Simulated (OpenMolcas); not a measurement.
# Ar²⁺: CASPT2 settings compared

| Item | Value |
| --- | --- |
| Program | OpenMolcas 26.06 |
| Basis | ANO-R3 [6s5p4d2f1g] |
| Scalar Hamiltonian | X2C, finite nucleus |
| Active space | 6 electrons in 4 orbitals (3s 3p) |
| State averaging | 2S+1 = 3 even, 3 roots; 2S+1 = 1 even, 6 roots kept (CI in the orbitals of an earlier block); 2S+1 = 3 odd, 3 roots; 2S+1 = 1 odd, 3 roots kept (CI in the orbitals of an earlier block) |
| Spin-orbit coupling | RASSI with atomic mean-field integrals over the reference wave functions, term energies averaged over their components |

Methods on the same reference wave functions:
A. CASSCF
B. SS-CASPT2, IPEA 0.6 Eh, sigma2 regulariser 0.15 Eh (closed shells correlated: 2s 2p)
C. SS-CASPT2, IPEA 0.3 Eh, imaginary shift 0.2 Eh (closed shells correlated: 2s 2p)
D. XMS-CASPT2, IPEA 0.35 Eh, sigma1 regulariser 0.5 Eh (closed shells correlated: 2s 2p)

Energies in cm⁻¹ above 3s² 3p⁴ ³P₂, the measured ground level; measured values from Saloman, J. Phys. Chem. Ref. Data 39, 033101 (2010).

```csv
Level,A,B,C,D,Measured
3s² 3p⁴ ³P₂,0.0,0.0,0.0,0.0,0.0
3s² 3p⁴ ³P₁,1041,1048,1047,1047,1112
3s² 3p⁴ ³P₀,1481,1490,1490,1492,1570
3s² 3p⁴ ¹D₂,17032,13860,14100,14210,14010
3s² 3p⁴ ¹S₀,31818,32890,33310,34430,33266
3s 3p⁵ ³P°₂,139435,125930,124040,123410,113801
3s 3p⁵ ³P°₁,140440,126930,125040,124420,114797
3s 3p⁵ ³P°₀,140955,127450,125560,124930,115328
3s 3p⁵ ¹P°₁,202925,175120,172960,173010,144022
```

Deviations, from unrounded energies. A percentage is the sum of absolute deviations over the sum of measured energies, with the sign that they share, or ± where signs differ.

| Against measurement | Levels | A | B | C | D |
| --- | --- | --- | --- | --- | --- |
| mean absolute deviation (cm-1) | 8 | 18000 | 8500 | 7500 | 7400 |
| fine structure of the ground term (%) | 2 | -6.0 | -5.4 | -5.4 | -5.4 |
| other terms of the ground configuration (%) | 2 | ±9.5 | -1.1 | +0.3 | +2.9 |
| other configurations (%) | 4 | +27.8 | +13.8 | +12.2 | +11.9 |

C, D lie about equally close to measurement and A furthest from it. The largest miss of D in the table is 3s 3p⁵ ¹P°₁, by +29000 cm-1. The ranking rests on the paired levels alone, and a cruder setting can come out closer through cancelling errors.

Among B to D the level of the table that moves most is 3s 3p⁵ ³P°₀, by 2500 cm-1 (lowest in D, highest in B). Moves below CASPT2's spread within the term are not significant.

The two smallest mean deviations differ by little beside CASPT2's spread within terms, so their order carries little weight.

From A to B the spin-free energies of the other terms of 3s² 3p⁴ shown, above ³P, scale by factors of 0.81 to 1.03.

The lowest spin-free term lies below A's lowest term by 0.404 hartree in B, 0.411 hartree in C, 0.416 hartree in D.

CASPT2 breaks the degeneracy within a term, and the mean is taken; among the terms shown or strongly mixed into the levels shown the widest spread is 1000 cm-1 (3s 3p⁵ ¹P°, D). Over all roots computed the reference weight is 0.89 to 0.96 in B, 0.87 to 0.95 in C, 0.88 to 0.95 in D; the roots of lowest weight are the least certain, and an intruder state may touch them. Terms from blocks run as CI alone lack orbitals of their own. Terms of s pⁿ other than that of highest spin mix with s² pⁿ⁻² d, which this space lacks; all of them can be thousands of cm-1 off, and some have no real level of that name. Measured partners are found by configuration, term and J. A level has none where our copy of the source lacks it or the pairing is in doubt (some pairs that miss far off the trend of their configuration count as doubtful), and it then counts in no deviation. Only configurations of the active space appear.

° marks odd parity.
